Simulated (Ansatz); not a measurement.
Geometry optimisation, DFT PBE-D3(BJ), scalar-relativistic, plane waves, PAW (Ansatz).

input.yaml

```yaml
crystal:
  lattice:
    - [7.398, 0.0, 0.0]
    - [-3.699, 6.406856, 0.0]
    - [0.0, 0.0, 11.0]
  atoms:
    - { symbol: C, position: [0.0, 0.0, 0.0909091] }
    - { symbol: C, position: [0.2222222, 0.1111111, 0.0909091] }
    - { symbol: C, position: [0.0, 0.3333333, 0.0909091] }
    - { symbol: C, position: [0.2222222, 0.4444444, 0.0909091] }
    - { symbol: C, position: [0.0, 0.6666667, 0.0909091] }
    - { symbol: C, position: [0.2222222, 0.7777778, 0.0909091] }
    - { symbol: C, position: [0.3333333, 0.0, 0.0909091] }
    - { symbol: C, position: [0.5555556, 0.1111111, 0.0909091] }
    - { symbol: C, position: [0.3333333, 0.3333333, 0.0909091] }
    - { symbol: C, position: [0.5555556, 0.4444444, 0.0909091] }
    - { symbol: C, position: [0.3333333, 0.6666667, 0.0909091] }
    - { symbol: C, position: [0.5555556, 0.7777778, 0.0909091] }
    - { symbol: C, position: [0.6666667, 0.0, 0.0909091] }
    - { symbol: C, position: [0.8888889, 0.1111111, 0.0909091] }
    - { symbol: C, position: [0.6666667, 0.3333333, 0.0909091] }
    - { symbol: C, position: [0.8888889, 0.4444444, 0.0909091] }
    - { symbol: C, position: [0.6666667, 0.6666667, 0.0909091] }
    - { symbol: C, position: [0.8888889, 0.7777778, 0.0909091] }
    - { symbol: F, position: [0.368429, 0.7226276, 0.2618182] }
    - { symbol: H, position: [0.3811864, 0.8433698, 0.2981818] }
basis:
  ecutwfc: 420.0
kpoints:
  mp_grid: { grid: [2, 2, 1] }
hamiltonian:
  xc: pbe
  dispersion: d3bj
scf:
  occupations: { method: gaussian, width: 0.02 }
  lower_state_search: "off"
relax:
  f_tol: 0.03
  max_steps: 60
  adjacent_minimum: "off"
```

Run as:

```bash
$ ansatz run input.yaml --threads 1 --pin off --max-ram 3072MiB --backend cpu --events-out ev --progress --plain --runs-dir out
```

Problem. Where does it end, and by what steps?

Solution. The run converged. The force dipped under the threshold on the way, but the program's further checks kept it going. Limits of this set-up: coarse k mesh, slab without dipole correction. After 27 steps the energy has fallen by 1.820 eV; F19 moved furthest, 1.86 Å.

```
step  energy less start (eV)  largest force component (eV/Å)  accepted
   0                  0.0000                           5.182       yes
   1                 -0.8991                           2.760       yes
   2                 -1.3520                           1.429       yes
   3                 -1.5485                           1.593       yes
   4                 -1.6647                           1.256       yes
   5                 -1.7300                           0.517       yes
   6                 -1.7566                           0.273       yes
   7                 -1.7636                           0.432       yes
   8                 -1.7526                           1.221        no
   9                 -1.7697                           0.388       yes
  10                 -1.7795                           0.454       yes
  11                 -1.7610                           1.477        no
  12                 -1.7869                           0.140       yes
  13                 -1.7918                           0.156       yes
  14                 -1.7970                           0.470       yes
  15                 -1.8010                           0.418       yes
  16                 -1.8109                           0.058       yes
  17                 -1.8109                           0.058       yes
  18                 -1.8093                           0.700        no
  19                 -1.8136                           0.092       yes
  20                 -1.8158                           0.192       yes
  21                 -1.8167                           0.287       yes
  22                 -1.8179                           0.089       yes
  23                 -1.8190                           0.045       yes
  24                 -1.8196                           0.024       yes
  25                 -1.8197                           0.110       yes
  26                 -1.8199                           0.028       yes
  27                 -1.8199                           0.029       yes
```

```xyz
20
Lattice="7.3980 0.0000 0.0000 -3.6990 6.4069 0.0000 0.0000 0.0000 11.0000" Properties=species:S:1:pos:R:3
C 0.122 -0.041 0.941
C 1.340 0.664 0.942
C -1.121 2.084 0.943
C 0.123 2.802 0.942
C -2.360 4.233 0.942
C -1.121 4.947 0.946
C 2.578 -0.049 0.944
C 3.823 0.668 0.942
C 1.341 2.099 0.942
C 2.578 2.813 0.943
C 0.125 4.229 0.942
C 1.342 4.934 0.941
C 5.040 -0.037 0.941
C 6.277 0.677 0.942
C 3.821 2.095 0.943
C 5.040 2.798 0.943
C 2.578 4.220 0.942
C 3.821 4.938 0.941
F -1.149 5.407 4.068
H -1.153 5.401 3.128
```

Whether the end is a true minimum wasn't checked by a vibrational analysis.

Run time: 2.2 min on 1 thread of Arm Neoverse V2, on a shared host, peak memory 0.61 GiB.
